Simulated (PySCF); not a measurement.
InH: from constants to spectrum

PBE0 constants of InH, ¹Σ⁺ (singlet), closed shell (PySCF, scalar-relativistic core potentials, basis sets In cc-pVTZ-PP with ECP28, H cc-pVTZ; masses 114.9039 and 1.0078 u):

```
ωe           : 1457.5 cm⁻¹
ωexe         : 22.6 cm⁻¹
Be           : 4.9004 cm⁻¹
αe           : 0.134 cm⁻¹
De to In + H : 2.61 eV
```

(1) What force constant and bond length do these constants imply?

(2) Estimate the centrifugal constant D from the Kratzer relation and find the Dunham coefficient a1.

These are scalar-relativistic numbers at best; spin–orbit coupling would shift them, the dissociation energy most.

## Answers

(1) Reduced mass μred = 0.99906 u; k = 5.8918×10⁻⁷·μred·ωe² (u, cm⁻¹, mdyn/Å) = 1.25 mdyn/Å; Re = √(16.8576/(μred·Be)) (u, cm⁻¹, Å) = 1.856 Å.

(2) D = 4Be³/ωe² = 0.000222 cm⁻¹; a1 = −1 − αeωe/(6Be²) = -2.36.
